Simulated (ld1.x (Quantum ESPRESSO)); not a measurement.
# An all-electron radial function and its pseudo partner (W (Z = 74))

Columns: radius, all-electron u(r) and pseudo u(r) of the 5d shell (level -4.68 eV) of tungsten in the configuration [Xe] 4f14 5d4 6s2 6p0; LDA (PZ), scalar-relativistic, TM scheme, ld1.x (Quantum ESPRESSO) 7.5.

```csv
r (bohr),all-electron,pseudo
0.192,0.0624,0.0086
0.385,-0.3265,0.0633
0.578,-0.1020,0.1845
0.770,0.2482,0.3535
0.962,0.5101,0.5265
1.155,0.6620,0.6601
1.348,0.7290,0.7317
1.540,0.7409,0.7466
1.732,0.7202,0.7242
1.925,0.6813,0.6826
2.118,0.6335,0.6337
2.310,0.5828,0.5828
2.502,0.5321,0.5321
2.695,0.4829,0.4829
2.888,0.4367,0.4367
3.080,0.3939,0.3939
3.272,0.3546,0.3546
3.465,0.3184,0.3184
3.658,0.2855,0.2855
3.850,0.2559,0.2559
4.043,0.2290,0.2290
4.235,0.2049,0.2049
4.428,0.1831,0.1831
4.620,0.1635,0.1635
4.812,0.1460,0.1460
5.005,0.1302,0.1302
```

**Question.** How many radial nodes do the two functions have?

**Answer.** The all-electron 5d function has n − l − 1 = 2; the pseudo-wave has 0, since the states of the same l below it are removed with the core.

**Question.** At about which radius was the pseudo-wave matched?

**Answer.** 2.40 bohr. The columns agree to 0.0005 from 2.12 bohr on; several derivatives are matched, so the curves merge somewhat inside the radius.

**Question.** Is the pseudo-wave norm-conserving?

**Answer.** Yes: the TM scheme keeps the norm inside the radius equal to the all-electron one, which fixes the energy derivative of the logarithmic derivative at the level.
